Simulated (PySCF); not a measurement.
C2H7InO2, SMILES CC[O][InH][OH].

The structure is a stationary point at r2SCAN-D4/def2-SVP. The structure was generated by enumeration; whether it is a known compound was not checked. The def2 effective core potentials stand for the cores of In; spin–orbit coupling is left out. One conformer was computed; it need not be the lowest.

Two levels are set side by side: TDDFT-PBE/def2-SVPD (PySCF) and TDDFT-M06-2X/def2-SVPD (PySCF). Vertical, same geometry. The lowest singlet is HOMO→LUMO 98 % with PBE and HOMO→LUMO+1 60 %, HOMO→LUMO 11 %, HOMO→LUMO+2 11 % with the other functional; states are paired by order. Differences are taken from unrounded values.

```tsv
quantity	TDDFT-PBE
lowest singlet excitation (eV)	4.02
lowest triplet excitation (TDA) (eV)	3.78
first bright state (f over 0.05) (eV)	4.84
its oscillator strength	0.11
```

These are the TDDFT-PBE values. What does TDDFT-M06-2X give? (The exact figures need the calculation; the answer reports its results.)


```
quantity                               TDDFT-M06-2X  TDDFT-PBE minus TDDFT-M06-2X
-------------------------------------  ------------  ----------------------------
lowest singlet excitation (eV)                 5.40                         -1.38
lowest triplet excitation (TDA) (eV)           5.03                         -1.25
first bright state (f over 0.05) (eV)          6.15                         -1.31
its oscillator strength                        0.11                          0.00
```

A lower first singlet is the usual sign of a functional without exact exchange. Differences between two approximate levels are no errors against the true value.

Rough cost on one machine, each run with all the roots and properties that it gave: TDDFT-M06-2X against TDDFT-PBE about 20 times.
